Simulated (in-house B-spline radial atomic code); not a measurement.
Results of a calculation; reference values are marked as such.
Ghost states of the separable form: Cu

Cu, [Ar] 3d10 4s1, non-relativistic PBE, spherical and spin-unpolarised, from an all-electron radial atomic-structure program (B-spline basis) (atomic units; all potentials screened as in the neutral atom).

Troullier-Martins channels: 4s (ε = -0.1631, r_c = 2.284 bohr), 3d (ε = -0.1916, r_c = 1.87 bohr). In the Kleinman-Bylander form one channel serves as the local potential, and each other channel l becomes |δV u><u δV|/<u|δV|u>, with δV = V_l − V_local and u the pseudo-orbital. Its strength is E_KB = <u|δV²|u>/<u|δV|u>. By the analysis of Gonze, Stumpf and Scheffler a spurious state lies below the reference level ε if E_KB > 0 and ε is above the second level of the local potential alone, or if E_KB < 0 and ε is above its first. The table's levels are those of angular momentum l in a sphere of 9 bohr, whose wall can lift a shallow ε a little above its free-atom value.

```json
{"local": "s", "channel": "d", "<u δV u>": "-6.3159", "<u δV² u>": "69.061", "ε": "-0.1916", "first local level": "0.1168", "second local level": "0.3637"}
{"local": "d", "channel": "s", "<u δV u>": "0.16554", "<u δV² u>": "1.5059", "ε": "-0.1624", "first local level": "-9.3965", "second local level": "-0.7064"}
```

**Question.** Apply the rule to each row.

**Answer.** Local s, channel d: E_KB = -10.9, so ε = -0.1916 is set against 0.1168: no ghost. Local d, channel s: E_KB = +9.1, so ε = -0.1624 is set against -0.7064: a ghost.

Diagonalising the separable Hamiltonian gives:

```tsv
local	channel	three lowest levels	all-electron, two lowest valence levels
s	d	-0.1916, 0.1267, 0.3999	-0.1916, 0.1258
d	s	-3.9790, -0.1624, 0.0967	-0.1624, 0.0968
```

**Question.** Which choices of local channel are safe?

**Answer.** Free of ghosts: s. With d local the s channel has a ghost 3.82 hartree below ε, since the local potential binds more than one state below ε, and a repulsive term of rank one raises each level at most to the next, so it clears only one of them. Among the safe choices the second level, which tests transfer, is off by at most 0.9 millihartree (s local).
